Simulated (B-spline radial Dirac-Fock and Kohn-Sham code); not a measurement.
V⁵⁺: non-radiative channels of the L2 vacancy

System: the V⁵⁺ ion in the configuration 1s2 2s2 2p6 3s2 3p6, inside a Watson sphere of charge -5 and radius 2 Å (a model of the Madelung potential; inside it an electron's potential energy is raised by 36.0 eV).

Level of theory: independent-particle radiative and Coulomb Auger rates from relativistic LDA hole-state orbitals, with Dirac-Fock energies; a radial B-spline solver. Kinetic energies are configuration averages from the vacuum level; the two-hole energies are estimated from single-hole states.

```
transition  kinetic energy (eV)  width (meV)  share (%)
   L2-M1M1                310.4         2.79        1.0
   L2-M1M2                347.7         54.8       19.3
   L2-M1M3                348.7         4.06        1.4
   L2-M2M2                378.9         47.8       16.8
   L2-M2M3                381.3          169       59.8
   L2-M3M3                381.8         4.69        1.7
```

The listed channels hold 100 % of the non-radiative rate. Summed by principal shells, of 0.283 eV in all: LMM 100.0 %.

Values without a named source are computed, but for edge energies of neutral atoms, which are taken from tables.
